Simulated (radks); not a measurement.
Results of a calculation; reference values are marked as such.
Fractional charge and spin in the 5s shell of antimony: the spin-up occupation runs from 0 to 1 and the spin-down occupation from 0 to 1; the fullest corner is Sb2+, [Kr] 4d10 5p(up 0.5, down 0.5) 5s(up 1, down 1). Code: a radial shooting solver on a logarithmic mesh with Libxc functionals. Model: scalar-relativistic Kohn-Sham, PBE, spin-polarised, spherical densities, point nucleus. Energy (eV) minus the two flat planes that join the four corners (they meet along the diagonal where the two added fractions sum to one electron); zero is where a piecewise linear energy would lie.

| down \ up | 0 | 0.5 | 1 |
|---|---|---|---|
| 0 | 0.000 | -1.289 | 0.000 |
| 0.5 | -1.289 | 0.273 | -1.217 |
| 1 | 0.000 | -1.217 | 0.000 |

Corners above the fullest one (they belong to Sb3+ and the next ion): (up 1, down 0) 34.243 eV, (up 0, down 1) 34.243 eV, (up 0, down 0) 79.606 eV. With half an added electron in each spin the energy lies 0.273 eV from the planes, and with half an added electron in spin up alone -1.289 eV. The planes are only a guide here: the flat-plane condition holds for ground states with one frontier orbital, while this shell lies below other occupied shells, so the corners above the fullest one are inner-hole states and not the ground states of those ions.
